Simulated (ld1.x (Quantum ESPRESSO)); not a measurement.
# An all-electron radial function and its pseudo partner (cobalt (Co))

Columns: radius, all-electron u(r) and pseudo u(r) of the 3d shell (level -8.46 eV) of cobalt in the configuration [Ar] 3d7 4s2 4p0; LDA (PZ), scalar-relativistic, RRKJ scheme, ld1.x (Quantum ESPRESSO) 7.5.

```json
{"r (bohr)": "0.148", "all-electron": "0.1859", "pseudo": "0.0776"}
{"r (bohr)": "0.295", "all-electron": "0.5658", "pseudo": "0.4352"}
{"r (bohr)": "0.443", "all-electron": "0.8319", "pseudo": "0.8447"}
{"r (bohr)": "0.590", "all-electron": "0.9399", "pseudo": "0.9964"}
{"r (bohr)": "0.738", "all-electron": "0.9423", "pseudo": "0.9574"}
{"r (bohr)": "0.885", "all-electron": "0.8899", "pseudo": "0.8900"}
{"r (bohr)": "1.033", "all-electron": "0.8143", "pseudo": "0.8143"}
{"r (bohr)": "1.180", "all-electron": "0.7332", "pseudo": "0.7332"}
{"r (bohr)": "1.328", "all-electron": "0.6535", "pseudo": "0.6535"}
{"r (bohr)": "1.475", "all-electron": "0.5800", "pseudo": "0.5800"}
{"r (bohr)": "1.623", "all-electron": "0.5130", "pseudo": "0.5130"}
{"r (bohr)": "1.770", "all-electron": "0.4535", "pseudo": "0.4535"}
{"r (bohr)": "1.918", "all-electron": "0.4004", "pseudo": "0.4004"}
{"r (bohr)": "2.065", "all-electron": "0.3539", "pseudo": "0.3539"}
{"r (bohr)": "2.213", "all-electron": "0.3125", "pseudo": "0.3125"}
{"r (bohr)": "2.360", "all-electron": "0.2763", "pseudo": "0.2763"}
{"r (bohr)": "2.508", "all-electron": "0.2442", "pseudo": "0.2442"}
{"r (bohr)": "2.655", "all-electron": "0.2162", "pseudo": "0.2162"}
{"r (bohr)": "2.802", "all-electron": "0.1914", "pseudo": "0.1914"}
{"r (bohr)": "2.950", "all-electron": "0.1694", "pseudo": "0.1694"}
{"r (bohr)": "3.098", "all-electron": "0.1499", "pseudo": "0.1499"}
{"r (bohr)": "3.245", "all-electron": "0.1329", "pseudo": "0.1329"}
{"r (bohr)": "3.393", "all-electron": "0.1177", "pseudo": "0.1177"}
{"r (bohr)": "3.540", "all-electron": "0.1044", "pseudo": "0.1044"}
{"r (bohr)": "3.688", "all-electron": "0.0925", "pseudo": "0.0925"}
{"r (bohr)": "3.835", "all-electron": "0.0820", "pseudo": "0.0820"}
```

(1) How many radial nodes do the two functions have?

(2) At about which radius was the pseudo-wave matched?

(3) Where does each function peak?

(4) Is the pseudo-wave norm-conserving?

Results:

(1) The all-electron 3d function has n − l − 1 = 0; the pseudo-wave has 0.

(2) 0.90 bohr, where the columns begin to agree (steps of 0.15 bohr).

(3) Outermost all-electron maximum near 0.74 bohr, pseudo maximum near 0.59 bohr (to the table’s step).

(4) Yes: the RRKJ scheme keeps the norm inside the radius equal to the all-electron one, which fixes the energy derivative of the logarithmic derivative at the level.
